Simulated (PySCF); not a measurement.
Computed properties of Ga(H)(Br)(OMe) (CH4BrGaO), SMILES C[O][GaH][Br]

Ga(H)(Br)(OMe) (CH4BrGaO), SMILES C[O][GaH][Br]. Geometry: TPSSh-D3(BJ)/def2-SVP. The structure was generated by enumeration; whether it is a known compound was not checked. Other conformers were not sampled. All values are computed for the isolated molecule unless a solvent is named; none is compared with measurement here.

**Structure.** The optimised structure has Cs symmetry. All 18 harmonic modes at TPSSh-D3(BJ)/def2-SVP (PySCF) are real, so it is a minimum. With heavy atoms numbered as in [GaH:1]([Br:3])[O:4][CH3:5], the shortest bond between them is O4–C5 at 1.415 Å and the longest Ga1–Br3 at 2.301 Å.

**Vibrations.** The strongest infrared lines (harmonic, unscaled, degenerate partners summed) lie at 1118 cm⁻¹ (199 km/mol, O 49 %, C 40 %, H 11 %), 583 cm⁻¹ (118 km/mol, H 96 %), 2067 cm⁻¹ (100 km/mol, H 99 %). The softest mode is at 87 cm⁻¹ and the zero-point energy is 31.0 kcal/mol.

**Electronic structure.** PBE0/def2-TZVP (PySCF) places the frontier levels at -8.14 and -1.21 eV, a gap of 6.93 eV, and gives a dipole moment of 0.69 D and a mean polarisability of 62.8 bohr³. PBE/def2-TZVP (PySCF) at the same geometry gives -6.69 and -1.97 eV, so its gap is 2.21 eV narrower. An orbital gap is neither the optical nor the fundamental gap.

**Excitations.** TDA-ωB97X/def2-SVPD (PySCF) has S1 at 6.32 eV (196 nm, f = 0.001, dark); the most intense of the 10 singlets computed lies at 7.47 eV (f = 0.21). T1 (TDA) is at 5.80 eV, 0.52 eV under S1. TDA-PBE/def2-SVPD (PySCF) puts S1 at 5.09 eV. No vertical singlet excitation falls in the visible range (under 3.1 eV).

**NMR.** GIAO shifts at KT2/pcSseg-1 (PySCF) (non-relativistic, atoms alike by connectivity averaged): ¹³C at 61.1 ppm against TMS; ¹H from 4.5 to 6.1 ppm against TMS. Without spin–orbit terms, shifts of atoms bonded to Cl or Br come out too high.
